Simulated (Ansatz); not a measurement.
Cost and result up the ladder for Li₅Br₄ (the lowest doublet isomer of a short search) (9 atoms). Total charge 0; doublet. Geometry: PBE-D4/def2-SVP.

Cartesian coordinates in Å:
```
Li 0.192 -0.954 -1.782
Li -1.754 1.677 -1.256
Li 1.430 1.393 -0.364
Li 1.576 -1.321 0.810
Li -1.283 -0.084 1.262
Br -3.114 1.305 0.573
Br 2.580 -0.547 -1.350
Br 0.991 0.786 1.971
Br -0.617 -2.254 0.135
```

Ansatz on 4 threads of Arm Neoverse N1 on a shared host. Times are rough, and most runs start from the orbitals of an earlier one. PBE0-D4/def2-TZVP serves as the yardstick here, not as an exact answer. Differences are given only for rows in sets of like size (and for xTB, whose basis is part of the method), since another set adds its own error. Binding counts from free atoms at the same level (Li doublet, Br doublet; other spins of the atoms weren't run), without zero-point energy or a counterpoise term.

LC-ωPBE has ω = 0.4 bohr⁻¹. Correlated methods freeze 36 core orbitals; core or outer-core shells of Li, Br are correlated, in sets that lack core-valence functions. The structure comes from a short search, and lower isomers may exist.

Run but left out: B97M-V/def2-TZVP (an occupied level 0.74 eV above an empty one).

Correlated methods converge slowly with the basis.

```csv
level,functions,binding energy per atom (eV),difference from PBE0-D4/def2-TZVP (eV)
PBE-D4/def2-SVP,173,2.67,–
PBE0-D4/def2-SVP,173,2.66,–
PBE-D4/def2-TZVP (with forces),262,2.59,0.00
HF/STO-3G,97,2.92,–
MP2/def2-TZVP,262,2.57,-0.01
PBE0-D4/def2-TZVP,262,2.58,0.00
LC-ωPBE/def2-TZVP,262,2.54,-0.04
r2SCAN-D4/def2-TZVP,262,2.63,0.05
revPBE-D4/def2-TZVP,262,2.50,-0.08
RPA@PBE/def2-TZVP,262,2.26,-0.32
```

Problem. Estimate how long each takes.

Solution. HF/STO-3G 2.5 s; PBE-D4/def2-SVP 11 s; revPBE-D4/def2-TZVP 15 s; PBE-D4/def2-TZVP (with forces) 17 s; PBE0-D4/def2-SVP 22 s; LC-ωPBE/def2-TZVP 24 s; PBE0-D4/def2-TZVP 32 s; MP2/def2-TZVP 34 s; RPA@PBE/def2-TZVP 34 s; r2SCAN-D4/def2-TZVP 41 s. On shared hardware such times vary by a factor of up to 3.
